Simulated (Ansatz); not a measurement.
System: sum formula ZrOCl2 (charge -1, doublet). The spin state was set by rule; other spins were not relaxed. 
Geometry from a B3LYP-D3(BJ)/def2-TZVP (Ansatz, a first-principles code) optimisation:
```xyz
4

Zr    -0.1861    -0.1845    -0.0582
O     -1.4174    -1.4046    -0.4430
Cl    -0.6795     2.1152    -0.8561
Cl     1.7845    -1.0202     1.2015
```
Charge -1, spin multiplicity 2.

Total electronic energies in hartree. Valence correlation only, unless marked. UHF or UKS for open shells. No spin-orbit coupling. Frozen are the shells of the preceding noble gas and the d and f shells that filled before the atom's block. Past Kr the def2 sets carry scalar-relativistic core potentials. STO-3G rows are all-electron and non-relativistic. CBS marks a two-point X^-3 extrapolation of the correlation energy; Hartree-Fock from the larger set. The bracket is a focal-point correction in the basis named.

```tsv
level	program	energy (Eh)
HF/def2-QZVPPD	Ansatz	-1040.75235
BLYP/def2-TZVPD	Ansatz	-1042.98726
CAM-B3LYP-D4/def2-TZVPD	Ansatz + dftd4	-1042.98997
B2PLYP-D3(BJ)/def2-TZVPD	Ansatz + dftd3	-1042.56848
MP2/def2-SVPD	Ansatz	-1040.92490
RI-MP2/def2-QZVPP	Ansatz	-1041.56223
SCS-MP2/STO-3G	Ansatz	-4486.58183
SCS-MP2/def2-SVP	Ansatz	-1040.82549
SCS-MP2/def2-SVPD	Ansatz	-1040.89391
CCSD/STO-3G	Ansatz	-4486.58920
CCSD/def2-SVPD	Ansatz	-1040.93300
CCSD/def2-TZVPPD	Ansatz	-1041.48522
CCSD/def2-QZVPP	Ansatz	-1041.57004
CCSD(T)/def2-QZVPP	Ansatz	-1041.61540
RI-MP2/CBS(def2-TZVPPD,def2-QZVPPD)+[CCSD(T)-MP2]/def2-TZVPPD	Ansatz	-1041.6607
```

Totals of different functionals don't rank their quality; only differences between species are comparable.
